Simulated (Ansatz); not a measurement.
Gas-phase electronic energies from Ansatz, PBE0-D4/def2-TZVP geometries. CBS: MP2 limit from def2 TZ/QZ plus the TZ coupled-cluster correction, frozen cores. Double bonds are as drawn, so ΔE can hold a change between cis and trans. For Ge outer-core shells are correlated without core-valence functions, which leaves a few kJ/mol of doubt a bond. Scalar relativity is left out up to krypton. Each species was taken in one conformer, which may not be the lowest.

`[BH2][GeH]([CH3])[SiH3]` + `C/N=C/N[SiH3]` → `[SiH3]/N=C\N[SiH3]` + `[BH2][GeH]([CH3])[CH3]`  (redistribution)

```
                  species  HF/def2-TZVPP energy (Eh)
`[BH2][GeH]([CH3])[SiH3]`                -2432.09613
          `C/N=C/N[SiH3]`                 -478.32006
     `[SiH3]/N=C\N[SiH3]`                 -729.39872
 `[BH2][GeH]([CH3])[CH3]`                -2181.04084
```

Task: Work out ΔE.

Result: ΔE = (-729.39872) + (-2181.04084) − (-2432.09613) − (-478.32006) = -0.02337 Eh = -14.7 kcal/mol. CCSD(T)/CBS gives -12.2 kcal/mol.

Largest T1 diagnostic among the species: 0.014.

From PBE to PBE0 (25 % exact exchange), in def2-TZVPP and without D4, ΔE moves by −1.3 kcal/mol. The D4 term adds −1.0 kcal/mol with B3LYP and −0.5 kcal/mol with PBE0; it sums over pairs of atoms, weighted by their polarisabilities, and B3LYP, whose exchange is more repulsive, gets the larger term. In def2-TZVPP, CCSD(T) changes the Hartree–Fock value by +2.7 kcal/mol (the triples alone add +0.4 kcal/mol) and MP2 by +1.0 kcal/mol.

B3LYP here is the variant with VWN-RPA as its local correlation; programs differ in this.
